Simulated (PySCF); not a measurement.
The dipole of `[SiH3]O[Si@@H]1O[SiH2][SiH2]S1` from its density and from atomic charges.

Coordinates (GFN2-xTB, Å) and charges (e) from the PBE0/pcSseg-1 density (PySCF):

| atom | x | y | z | Mulliken | IAO | Hirshfeld | ESP-fitted |
| --- | --- | --- | --- | --- | --- | --- | --- |
| Si1 | 2.653 | -0.359 | -0.571 | +0.7187 | +0.8798 | +0.3940 | +0.6244 |
| O2 | 1.811 | 0.063 | 0.758 | -0.7143 | -0.8825 | -0.3039 | -0.4015 |
| Si3 | 0.385 | 0.437 | 1.396 | +1.0901 | +1.2371 | +0.4383 | +0.6174 |
| O4 | -0.646 | -0.797 | 1.195 | -0.7354 | -0.8816 | -0.3078 | -0.4293 |
| Si5 | -1.869 | -1.068 | 0.138 | +0.5943 | +0.7277 | +0.3284 | +0.4066 |
| Si6 | -1.967 | 1.037 | -0.820 | +0.2340 | +0.3560 | +0.2263 | +0.2196 |
| S7 | -0.478 | 2.092 | 0.353 | -0.5477 | -0.4518 | -0.1861 | -0.3567 |
| H8 | 2.096 | -1.611 | -1.088 | -0.1170 | -0.1471 | -0.0789 | -0.1288 |
| H9 | 2.514 | 0.708 | -1.561 | -0.1037 | -0.1408 | -0.0785 | -0.1341 |
| H10 | 4.004 | -0.498 | -0.041 | -0.1128 | -0.1318 | -0.0744 | -0.1227 |
| H11 | 0.561 | 0.664 | 2.806 | -0.1010 | -0.1451 | -0.0694 | -0.0717 |
| H12 | -1.400 | -2.160 | -0.718 | -0.0768 | -0.1198 | -0.0733 | -0.0713 |
| H13 | -2.968 | -1.494 | 1.002 | -0.0776 | -0.1142 | -0.0709 | -0.0709 |
| H14 | -1.523 | 1.151 | -2.212 | -0.0260 | -0.0971 | -0.0740 | -0.0445 |
| H15 | -3.176 | 1.842 | -0.657 | -0.0247 | -0.0889 | -0.0699 | -0.0365 |

**Question.** Compute μ = Σ q r for each scheme (1 e·Å = 4.803 D) and compare with the dipole of the full density.

**Answer.** The full density gives (-1.03, -1.54, -1.51) D, 2.39 D in size; dipole vectors point from the negative to the positive end.

```json
{"scheme": "Mulliken", "μx": "-1.73", "μy": "-2.25", "μz": "-2.64", "size (D)": "3.88", "share of the full size (%)": "162", "angle to the full dipole (°)": "5"}
{"scheme": "IAO", "μx": "-1.91", "μy": "-1.07", "μz": "-3.00", "size (D)": "3.72", "share of the full size (%)": "156", "angle to the full dipole (°)": "24"}
{"scheme": "Hirshfeld", "μx": "-0.77", "μy": "-0.56", "μz": "-1.00", "size (D)": "1.38", "share of the full size (%)": "58", "angle to the full dipole (°)": "16"}
{"scheme": "ESP-fitted", "μx": "-1.06", "μy": "-1.55", "μz": "-1.47", "size (D)": "2.39", "share of the full size (%)": "100", "angle to the full dipole (°)": "1"}
```

**Question.** Which set comes closest?

**Answer.** Length of the difference vector: ESP-fitted 0.05 D, Hirshfeld 1.13 D, Mulliken 1.51 D, IAO 1.80 D. Closest: ESP-fitted. ESP charges are fitted to the potential around the molecule, whose slowest-falling term is the dipole's. 

**Question.** What is left for the Hirshfeld atoms' own dipoles?

**Answer.** The shares of the density sum to the whole, so what Σ q r misses lies in dipoles about the nuclei. The atomic dipoles sum to (-1.03, -1.54, -1.51) − (-0.77, -0.56, -1.00) = (-0.26, -0.98, -0.51) D, 1.13 D in size.

**Question.** With the origin at the mean of the coordinates, (0.000, 0.001, -0.001) Å, which are the largest single terms, by size, of the Hirshfeld dipole along the direction of the full one?

**Answer.** Si3 -2.80, Si5 +2.22, O2 +1.89, S7 +1.22, Si1 -1.04 D; all 15 atoms together +1.33 D. The single terms depend on the origin, their sum doesn't.

**Question.** Give the size of the full dipole in other units.

**Answer.** 2.39 D = 0.940 au = 0.497 e·Å = 7.97 × 10⁻³⁰ C·m.

Geometry: GFN2-xTB, one conformer, isolated molecule.
